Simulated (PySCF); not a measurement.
**Static response to an electric field**

Compound: ClH7Si3.
Structure used (PBE0-D3(BJ)/def2-SVP), in Å, numbered top down from 1:
```
atom  x, y, z in Å
Si1    1.8226   -0.5095    0.0124
Si2    0.0952    1.0719   -0.1300
Si3   -1.9053   -0.1091    0.1584
Cl4   -1.6569   -1.8898   -0.8925
H5     3.1488    0.1721    0.1223
H6     1.8116   -1.3743   -1.2038
H7     1.6102   -1.3547    1.2268
H8     0.0958    1.7368   -1.4705
H9     0.2247    2.1187    0.9329
H10   -3.1153    0.5800   -0.3770
H11   -2.1336   -0.4461    1.5945
```

Level: CAM-B3LYP/def2-SVPD (PySCF), static field, nuclei fixed, core orbitals frozen in the response. The polarisability tensor in these axes (au):

```
x   116.77  -0.14   0.19
y    -0.14 102.94   3.52
z     0.19   3.52  87.14
```

Question: Give the principal values, the mean and the anisotropy Δα = √{½[(α1 − α2)² + (α2 − α3)² + (α1 − α3)²]}.

Answer: Principal values 86.39, 103.69 and 116.78 au; mean 102.29 au = 15.16 Å³ = 16.86 × 10⁻⁴⁰ C²·m²/J; Δα = 26.40 au (26 % of the mean).

Question: What is the dipole moment, and where does it point?

Answer: (0.16, 1.37, 0.66) D, 1.53 D in size, pointing from the negative to the positive side. Measured along this direction, the outermost atoms are Cl4 at the negative end and H9 at the positive end.

Question: Along which axes do the principal values lie, and how far do the nuclei extend along each?

Answer: Largest value along (1.00, -0.01, 0.01), where the nuclei span 6.27 Å; middle along (0.01, 0.98, 0.21), 4.31 Å; least along (-0.01, -0.21, 0.98), 3.47 Å. The response follows the extents in order.

Question: Molar refractivity from α?

Answer: Lorentz–Lorenz: R = (4π/3)N_A α = 2.5225 cm³/(mol·Å³) × 15.16 Å³ = 38.2 cm³/mol, in the limit of long wavelengths.

Question: Form Σ f/ω² (atomic units) for the 10 lowest TDDFT singlets, given as eV and f, and set it beside the mean polarisability, which is this sum over all singlets: 6.21, 0.0261; 6.81, 0.0227; 7.09, 0.0152; 7.17, 0.1169; 7.30, 0.1132; 7.42, 0.0667; 7.60, 0.0331; 7.66, 0.3199; 7.69, 0.0497; 7.83, 0.0245.

Answer: They add up to 10.62 au, 10.4 % of the 102.29 au; the largest single term is 4.03 au, from the state at 7.66 eV. Terms in order: 0.50, 0.36, 0.22, 1.68, 1.57, 0.90, 0.42, 4.03, 0.62, 0.30 au. Higher excitations give the rest. The strengths listed sum to 0.788.

Question: In a dilute gas of rigid molecules at 400 K, how does the orientational term μ²/3kT compare with the electronic polarisability?

Answer: In Gaussian units μ²/3kT = 14.18 Å³ against 15.16 Å³, a ratio of 0.94; the Debye molar polarisation (4π/3)N_A(α + μ²/3kT) is 74.0 cm³/mol, leaving out the vibrational part.

Question: Refractivity n − 1 of an ideal gas of it at 350 K and 1 atm, from the electronic α?

Answer: N = p/kT = 2.0968 × 10¹⁹ cm⁻³, so n − 1 = 2π × N × 15.16 × 10⁻²⁴ cm³ = 1997 × 10⁻⁶ at long wavelengths.

One conformer (not necessarily the lowest) at the PBE0-D3(BJ)/def2-SVP geometry, without solvent, vibrations or thermal averaging.
